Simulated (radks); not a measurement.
Charge is removed step by step from the 5d level of the lead ion Pb2+, starting from [Hg]. Calculated with a radial shooting solver on a logarithmic mesh with Libxc functionals: scalar-relativistic Kohn-Sham, PBEsol, spin-unpolarised, spherical densities, point nucleus.

removed (e)  E - E(0) (eV)  eigenvalue (eV)  E minus straight line (eV)
0                    0.000          -37.876                       0.000
0.125                4.846          -39.684                      -0.809
0.25                 9.918          -41.509                      -1.391
0.375               15.220          -43.352                      -1.744
0.5                 20.753          -45.210                      -1.866
0.625               26.519          -47.085                      -1.754
0.75                32.521          -48.976                      -1.407
0.875               38.759          -50.882                      -0.823
1                   45.237          -52.803                       0.000

Removing the whole electron costs 45.237 eV by Delta-SCF, against 37.876 eV from minus the eigenvalue at the starting occupation. Slater's transition state (half an electron removed) gives 45.210 eV. Integrating minus the eigenvalue over the occupation (Janak's theorem) gives 45.253 eV. In this scalar-relativistic scheme the density is built from large components alone, so the theorem holds only approximately. The mean slope of the eigenvalue, de/dn, is 14.9 eV per electron.
